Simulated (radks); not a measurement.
Question: The promethium ion Pm+, 60 electrons, occupied as [Xe] 4f5 6s1. All-electron calculation, scalar-relativistic Kohn-Sham, PBEsol, spin-polarised, spherical densities, point nucleus; open shells are filled with parallel spins first (spin-orbit coupling, left out, can overturn this in heavy ions). Program: a radial shooting solver on a logarithmic mesh with Libxc functionals. Some entries of the table are withheld. Estimate them.

orbital  occ.  eigenvalue (eV)  <1/r> (bohr^-1)  r(max) (bohr)
1s up       1        -45010.21            67.41        0.01479
1s down     1        -45010.20            67.41        0.01479
2s up       1        -7322.769            15.59        0.08382
2s down     1        -7322.737            15.59        0.08382
2p up       3        -6540.687            14.66        0.06762
2p down     3        -6540.664            14.66        0.06762
3s up       1        -1601.332            5.691         0.2387
3s down     1        -1599.863            5.695         0.2387
3p up       3        -1355.797            5.371         0.2339
3p down     3        -1354.336            5.375         0.2338
3d up       5        -1018.995            5.098         0.1918
3d down     5        -1017.863            5.102         0.1917
4s up       1        -324.0401            2.387         0.5521
4s down     1        -320.3060            2.387         0.5519
4p up       3        -243.4914            2.197         0.5763
4p down     3        -239.7429            2.197         0.5760
4d up       5        -129.7697            1.923         0.6029
4d down     5        -126.0072            1.923         0.6024
5s up       1         -48.7609           0.9237          1.285
5s down     1         -46.4115           0.9100          1.297
5p up       3         -29.3614           0.7773          1.458
5p down     3         -27.5024           0.7633          1.477
4f up       5              (1)            1.316            (2)
6s up       1          -8.7275           0.3227          3.460
5d up       0              (3)           0.4622          2.123
5d down     0              (4)           0.4562          2.152
4f down     0              (5)            1.271            (6)
6p up       0          -5.5449           0.2552          4.302

Answer: 
(1) 4f up eigenvalue (eV): -9.2406
(2) 4f up r(max) (bohr): 0.6372
(3) 5d up eigenvalue (eV): -7.7040
(4) 5d down eigenvalue (eV): -6.4513
(5) 4f down eigenvalue (eV): -5.9596
(6) 4f down r(max) (bohr): 0.6393
